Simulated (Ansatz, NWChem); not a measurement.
**CH2I2 (diiodomethane): from total energies to a heat of formation**

The species is CH2I2 (5 atoms), meant as a singlet with charge 0. SMILES: `ICI`. Geometry: relaxed at PBE0-D4/def2-TZVP.

```xyz
5

I    -0.6494   -0.9986    1.6244
C    -0.1332    0.0907   -0.1222
I     1.9239    0.0450   -0.6421
H    -0.4035    1.1264    0.0477
H    -0.6880   -0.3371   -0.9491
```

Total energies at BLYP/def2-SVP (core potential) (NWChem 7.3.0); the atoms run unrestricted:

```
species    state  energy (Eh)
  CH2I2  singlet  -634.529054
      I  doublet  -297.617446
      C  triplet   -37.800699
      H  doublet    -0.496404
```

Harmonic wavenumbers at PBE0-D4/def2-TZVP, in cm⁻¹: 118, 507, 606, 728, 1063, 1140, 1409, 3149, 3238.

Measured heats of formation of the gaseous atoms at 298.15 K, in kJ/mol: I 106.8, C 716.9, H 218.0. Spin-orbit lowering of the atoms at 298 K (mean of the ground term's levels less their thermal mean, from spectra), in kJ/mol: I 30.32, C 0.02. Take 1 Eh = 2625.50 kJ/mol, 1 cm⁻¹ = 0.0119627 kJ/mol, RT = 2.479 kJ/mol.

Problem. Work out the heat of formation of the gas at 298 K.

Solution. 
1. Electronic atomisation energy: 2 × (-297.617446) + (-37.800699) + 2 × (-0.496404) − (-634.529054) = 0.500655 Eh = 1314.5 kJ/mol.
2. Zero-point energy: half the sum of the wavenumbers, 5979 cm⁻¹ = 71.5 kJ/mol.
3. Thermal vibrational enthalpy, Σ hcν̃/(exp(hcν̃/kT) − 1): 3.2 kJ/mol. Translation, rotation and pV of a non-linear molecule: 4 RT = 9.9 kJ/mol.
4. The 5 free atoms carry 5/2 RT each: 31.0 kJ/mol.
5. Spin-orbit coupling lowers the free atoms by 2 × 30.32 + 0.02 = 60.7 kJ/mol.
6. Atomisation enthalpy at 298 K: 1314.5 − 60.7 − 71.5 − 3.2 − 9.9 + 31.0 = 1200.2 kJ/mol.
7. Sum of the atoms' heats of formation: 1366.5 kJ/mol. Heat of formation: 1366.5 − 1200.2 = +166.3 kJ/mol.

No measured value is set beside it here. Anharmonicity and any spin-orbit splitting of the molecule are left out.
